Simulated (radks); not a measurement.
Results of a calculation; reference values are marked as such.
Problem. Ionisation of the selenium ion Se+, [Ar] 3d10 4s2 4p3, to Se2+, [Ar] 3d10 4s2 4p2, under several functionals. Scalar-relativistic Kohn-Sham, spin-unpolarised, spherical densities, point nucleus; a radial shooting solver on a logarithmic mesh with Libxc functionals. The NIST Atomic Spectra Database gives 21.20 eV (measured). Rank these functionals by the error of their Delta-SCF ionisation energy: PBE; PW91; Wu-Cohen GGA; B86b exchange with PBE correlation.

Solution. From best to worst: PW91 20.424 eV (-0.772); Wu-Cohen GGA 20.396 eV (-0.800); B86b exchange with PBE correlation 20.374 eV (-0.822); PBE 20.348 eV (-0.848). Spin polarisation and multiplet splitting are left out, so open shells lie too high by an amount that depends on their filling.

Beside tabulated values, note that spin-unpolarised runs miss the spin-polarisation part of the exchange energy of open shells.
